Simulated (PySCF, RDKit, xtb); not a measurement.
Pair of molecules: H2O (SMILES O) (first 3 atoms) with CH2O (SMILES C=O); geometry from B3LYP-D3(BJ)/def2-TZVP, rigid monomers moved along the line of their centres of mass till H2···O5 is 2.78 Å.
(charge 0, multiplicity 1):
```xyz
7

O      0.275    -0.115     0.540
H     -0.463    -0.441     1.078
H     -0.043    -0.112    -0.368
C     -0.618    -0.449     4.323
O     -1.497    -0.873     3.617
H      0.302    -0.012     3.900
H     -0.701    -0.482     5.424
```

Monomers are frozen at their geometry in the pair; levels with a basis set take the counterpoise correction. Rows marked so take none. RDKit's UFF carries no charges.

Rows in 3-21G carry no dispersion term and start afresh at each structure.

Programs: PySCF for 3-21G rows; RDKit for the force fields; xtb for the GFN methods. Each number belongs to the level named beside it.

**Question.** One of these levels gives -2.99 kcal/mol for the interaction energy. Name it.
(A) GFN2-xTB
(B) UFF
(C) B3LYP/3-21G (no counterpoise)
(D) GFN-FF

**Answer.** D, GFN-FF. The others give -0.31 (UFF), -2.44 (GFN2-xTB), -3.71 (B3LYP/3-21G (no counterpoise))
